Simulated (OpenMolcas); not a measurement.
## Kr⁶⁺: effect of the IPEA shift

- Program: OpenMolcas
- Basis: ANO-RCC [9s8p6d4f2g]
- Scalar Hamiltonian: DKH2, point nucleus
- Active space: 2 electrons in 8 orbitals (4s 4p 5s 5p)
- State averaging: 2S+1 = 3 even, 3 roots; 2S+1 = 1 even, 6 roots; 2S+1 = 3 odd, 3 roots; 2S+1 = 1 odd, 3 roots
- Spin-orbit coupling: RASSI with atomic mean-field integrals over the reference wave functions, term energies averaged over their components

Methods on the same reference wave functions:
A. CASSCF
B. SS-CASPT2, IPEA 0.25 Eh, imaginary shift 0.1 Eh (closed shells correlated: 3d)
C. SS-CASPT2, IPEA 0.5 Eh, imaginary shift 0.1 Eh (closed shells correlated: 3d)

Energies in cm⁻¹ above 4s² ¹S₀, the measured ground level; measured values from Saloman, J. Phys. Chem. Ref. Data 36, 215 (2007).

| Level | A | B | C | Measured |
| --- | --- | --- | --- | --- |
| 4s² ¹S₀ | 0.0 | 0.0 | 0.0 | 0.0 |
| 4s 4p ³P°₀ | 115414 | 116100 | 116140 | 117390 |
| 4s 4p ³P°₁ | 117944 | 118580 | 118620 | 120095 |
| 4s 4p ³P°₂ | 123658 | 124350 | 124390 | 126553 |
| 4s 4p ¹P°₁ | 182757 | 171410 | 171650 | 170835 |

Deviations, from unrounded energies. A percentage is the sum of absolute deviations over the sum of measured energies, with the sign that they share, or ± where signs differ.

| Against measurement | Levels | A | B | C |
| --- | --- | --- | --- | --- |
| mean absolute deviation (cm-1) | 4 | 4700 | 1400 | 1400 |
| other configurations (%) | 4 | ±3.5 | ±1.0 | ±1.1 |

B, C lie about equally close to measurement and A furthest from it. The largest miss of B in the table is 4s 4p ³P°₂, by -2200 cm-1. The ranking rests on the paired levels alone, and a cruder setting can come out closer through cancelling errors.

Between B and C the level of the table that moves most is 4s 4p ¹P°₁, by 240 cm-1 (lowest in B, highest in C). Moves below CASPT2's spread within the term are not significant.

The lowest spin-free term lies below A's lowest term by 0.182 hartree in B, 0.181 hartree in C.

Over all roots computed the reference weight is 0.92 to 0.99 in B, 0.93 to 0.99 in C; the roots of lowest weight are the least certain, and an intruder state may touch them. Active for correlation alone: 5p 5s; no level in the range computed is led by a configuration that fills them, so any true level of that kind is missing. Computed and measured levels are paired by configuration, term and J; levels that our copy of the source lacks, or whose pairing is in doubt (as where it misses far off the trend of its configuration), stay unpaired and out of the deviations. Only configurations of the active space appear. Levels that lie high or do not pair safely by name in every column are left out.

° marks odd parity.
